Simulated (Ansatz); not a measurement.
AsMe2(NMe2) (C₄H₁₂AsN), relaxed as a singlet with RKS r2SCAN-D4/def2-SVP in Ansatz, starting from the GFN2-xTB geometry. Force threshold 0.02 eV/Å.

Start:

```csv
atom,x (Å),y (Å),z (Å)
As1,0.184,1.202,0.190
C2,1.190,0.563,1.767
H3,0.622,0.679,2.688
H4,2.109,1.138,1.865
H5,1.437,-0.488,1.630
C6,1.679,0.940,-1.075
H7,1.961,-0.111,-1.089
H8,2.530,1.536,-0.749
H9,1.419,1.255,-2.085
N10,-0.632,-0.482,-0.164
C11,-1.194,-0.591,-1.495
C12,-1.630,-0.851,0.820
H13,-1.466,-1.633,-1.682
H14,-0.447,-0.293,-2.231
H15,-2.096,0.024,-1.635
H16,-1.213,-0.742,1.821
H17,-2.548,-0.248,0.751
H18,-1.906,-1.899,0.673
```

Task: Estimate the energy that the relaxation releases and the steps that it takes.

Result: 1.1 kcal/mol, in 5 steps; 23 s on 2 threads of AMD EPYC 7R13 on a shared host. No frequencies were taken in this run, so the end may be a saddle point.

Task: Does the start keep its bonding and symmetry?

Result: By distances, no bond broke or formed. The bond that changes most is C12–H17, from 1.10 to 1.11 Å (atoms count from 1).

Task: Predict the relaxed structure.

Result: 
Cartesian coordinates in Å:
```
As 0.1964 1.1777 0.1834
C 1.1931 0.5705 1.7679
H 0.5663 0.6156 2.6701
H 2.0542 1.2395 1.9180
H 1.5446 -0.4603 1.6081
C 1.6872 0.9258 -1.0758
H 2.0105 -0.1265 -1.0588
H 2.5196 1.5762 -0.7659
H 1.3948 1.2105 -2.0968
N -0.6291 -0.5057 -0.1688
C -1.1941 -0.5821 -1.5038
C -1.6230 -0.8545 0.8305
H -1.5421 -1.6137 -1.6934
H -0.4316 -0.3513 -2.2639
H -2.0648 0.0932 -1.6725
H -1.1867 -0.8243 1.8412
H -2.5262 -0.2013 0.8256
H -1.9692 -1.8892 0.6551
```
Bond lengths: 2 × As–C 1.97 Å; 2 × C–N 1.45 Å; 1 × As–N 1.91 Å; 12 × C–H 1.10 to 1.11 Å.
